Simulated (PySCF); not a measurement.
Computed IR spectrum (relative IR intensity) of a molecule C₂H₉GeN. Geometry: B3LYP-D3(BJ)/def2-SVP. Other conformers were not sampled. All values below come from PySCF with B3LYP-D3(BJ)/def2-SVP. Frequencies are harmonic and unscaled.

ν (cm⁻¹): 146 (w), 170 (w), 285 (vw), 479 (m), 543 (s), 578 (m), 654 (m), 701 (m), 792 (s), 878 (s), 917 (m), 984 (vw), 1046 (w), 1482 (vw), 1557 (w), 2049 (vs), 2120 (s), 3018 (m), 3041 (w), 3086 (vw), 3093 (w), 3106 (m), 3518 (vw), 3605 (w) (against the strongest line: vs over 80 %, s over 45 %, m over 15 %, w over 4 %, vw less)

**Question.** Identify the compound among the candidates.
A) C[CH2][GeH2][NH2]
B) [CH3][GeH]([CH3])[NH2]
C) CN[CH2][GeH3]
D) CC[NH][GeH3]

**Answer.** A, C[CH2][GeH2][NH2]
